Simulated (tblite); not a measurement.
C12H7Cl.
InChI=1S/C12H7Cl/c13-11-7-5-9-3-1-2-8-4-6-10(11)12(8)9/h1-7H

Calculated harmonic vibrations of the isolated species, GFN2-xTB (tblite), most abundant isotopes, no scaling. Errors from tens to a few hundred cm⁻¹ against measured bands are possible.

Harmonic wavenumbers (cm⁻¹): 81.5, 178.7, 185.1, 213.9, 251.2, 330.8, 354.5, 448.1, 468.6, 493.5, 519.7, 543.3, 571.5, 585.8, 645.8, 681.4, 697.2, 712.8, 778.7, 813.2, 828.6, 832.4, 855.2, 880.0, 892.5, 911.0, 923.8, 1026.0, 1061.2, 1089.0, 1099.9, 1136.6, 1183.0, 1195.5, 1229.1, 1235.3, 1275.8, 1324.3, 1375.3, 1385.1, 1444.9, 1455.1, 1475.0, 1524.7, 1586.4, 1599.2, 1612.7, 3071.9, 3078.6, 3081.1, 3087.9, 3096.1, 3133.4, 3148.2.

A = 1506, B = 588.6, C = 423.2 MHz; mass 186.024 u (most abundant isotopes); point group Cs, symmetry number 1.

Q: Zero-point energy?

A: ½Σν̃ = 31845 cm⁻¹ = 91.05 kcal/mol.

Q: Give the ideal-gas entropy at 298.15 K and 1 bar in the rigid-rotor, harmonic-oscillator model (classical rotation).

A: Translation 41.59, rotation 31.13, vibration 22.46: S = 95.2 cal/(mol K).

Q: And Cp and H(298.15 K) − H(0)?

A: Cp = 40.67 cal/(mol K), of which vibrations give 32.72 (their classical limit is 54 R = 107.3); H(298.15 K) − H(0) = 6.47 kcal/mol without the zero-point energy, 4.10 from vibrations.

Q: What must be added to the electronic energy to get the Gibbs energy at 298.15 K and 1 bar?

A: ZPE + [H(298.15 K) − H(0)] − T·S = 91.05 + 6.47 − 28.38 = 69.14 kcal/mol.

Q: How do the functions run with temperature in this model?

A: 
| T (K) | S (cal/(mol K)) | Cp (cal/(mol K)) | H − H(0) (kcal/mol) | G − H(0) (kcal/mol) | ln q(vib) |
| --- | --- | --- | --- | --- | --- |
| 100 | 67.8 | 15.0 | 1.05 | -5.73 | 0.62 |
| 200 | 81.8 | 27.2 | 3.14 | -13.22 | 2.28 |
| 300 | 95.4 | 40.9 | 6.54 | -22.09 | 4.43 |
| 500 | 122.0 | 63.7 | 17.16 | -43.86 | 9.48 |
| 800 | 156.8 | 83.4 | 39.56 | -85.87 | 17.47 |
| 1000 | 176.3 | 91.1 | 57.06 | -119.22 | 22.56 |

q(vib) and H(0) count from the zero-point level.

Q: Blend soft modes into free rotors: weight 1/[1 + (100 cm⁻¹/ν̃)⁴] for the oscillator and the rest for a rotor with moment μB/(μ + B), μ = h/(8π²ν), B = 10⁻⁴⁴ kg m². What vibrational entropy results?

A: 21.92 cal/(mol K) in place of 22.46, which changes −T·S at 298.15 K by +0.16 kcal/mol.

Hindered rotation and anharmonicity are outside this model.
